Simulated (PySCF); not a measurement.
## Substituent effects on chemical shifts

Parent skeleton `[NH2:1][CH2:2][CH2:3][NH2:4]`; one hydrogen on atom 1 is replaced by X. Hydrogens on one atom are averaged.

How the numbers were obtained: shielding tensors at PBE0/pcSseg-1 (GIAO), GFN2-xTB geometry, in PySCF 2.14 (non-relativistic Hamiltonian, averaged over atoms made equivalent by symmetry, fast rotation or ring inversion, no solvent, single conformer).

Shifts are taken against calculated references (same method and geometry level): 15N against NH3; TMS for 13C and 1H.

Parent (X = H): N1 36.1, C2 56.2, C3 56.2, N4 36.1, H(C2) 2.51, H(C3) 2.51 ppm. Effects are Δδ = δ(X) − δ(H), positive for deshielding.

(1) Give Δδ (ppm) for X = nPr, Ph, iPr.

(2) Which position responds most, and to which substituents?

Answers

(1) 
```
  X        SMILES     N1    C2     C3    N4  H(C2)  H(C3)
nPr       CCCNCCN   +4.7  -5.2   -8.7  +1.0  +0.14  +0.63
 Ph  NCCNc1ccccc1  +53.9  -9.4  -10.4  -1.6  +0.58  +0.81
iPr     CC(C)NCCN  +38.4  +1.4   -7.3  -1.2  +0.11  +0.20
```

(2) N1: from +4.7 ppm with nPr to +53.9 ppm with Ph.

Experimental scales use liquid or dissolved standards, which lie at an offset from isolated NH3 (liquid NH3: subtract about 20 ppm).
